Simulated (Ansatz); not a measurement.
Relaxation of C₂H₇BClFSi (13 atoms, charge 0, multiplicity 1), to a largest force component of 0.015 eV/Å in at most 40 steps.

Computed with RKS PBE-D4/def2-SVP (Ansatz).

```xyz
13
Properties=species:S:1:pos:R:3
C -0.990 -0.194 -1.050
C -0.342 0.231 0.243
Si 0.780 -1.140 0.779
Cl -1.485 0.498 1.516
B 0.512 1.567 0.039
F -0.100 2.808 -0.340
H -0.272 -0.327 -1.868
H -1.598 -1.058 -0.928
H -1.724 0.678 -1.343
H 0.042 -2.374 1.019
H 1.459 -0.764 2.075
H 1.853 -1.365 -0.224
H 1.712 1.542 0.266
```

Q: Where does it end, and by what steps?

A: The forces met the threshold. After 14 steps the energy has fallen by 0.731 eV; H13 moved furthest, 0.85 Å.

| step | energy less start (eV) | largest force component (eV/Å) | accepted |
| --- | --- | --- | --- |
| 0 | 0.0000 | 3.070 | yes |
| 1 | -0.4189 | 1.440 | yes |
| 2 | -0.5134 | 1.579 | yes |
| 3 | -0.5500 | 0.633 | yes |
| 4 | -0.6028 | 0.246 | yes |
| 5 | -0.6407 | 0.224 | yes |
| 6 | -0.6777 | 0.241 | yes |
| 7 | -0.7077 | 0.313 | yes |
| 8 | -0.7199 | 0.239 | yes |
| 9 | -0.7290 | 0.096 | yes |
| 10 | -0.7300 | 0.101 | yes |
| 11 | -0.7255 | 0.240 | no |
| 12 | -0.7308 | 0.060 | yes |
| 13 | -0.7309 | 0.031 | yes |
| 14 | -0.7309 | 0.004 | yes |

```xyz
13
Properties=species:S:1:pos:R:3
C -1.069 -0.149 -1.094
C -0.205 0.193 0.108
Si 0.886 -1.231 0.760
Cl -1.293 0.701 1.562
B 0.457 1.630 0.150
F 0.043 2.563 -0.713
H -0.406 -0.386 -1.953
H -1.713 -1.033 -0.911
H -1.712 0.703 -1.392
H 0.016 -2.412 1.091
H 1.645 -0.787 1.975
H 1.855 -1.616 -0.328
H 1.344 1.927 0.929
```

Time of the run: 33 s on 2 threads of Intel(R) Xeon(R) Platinum 8488C (Sapphire Rapids), on a shared host, peak memory 0.21 GiB.
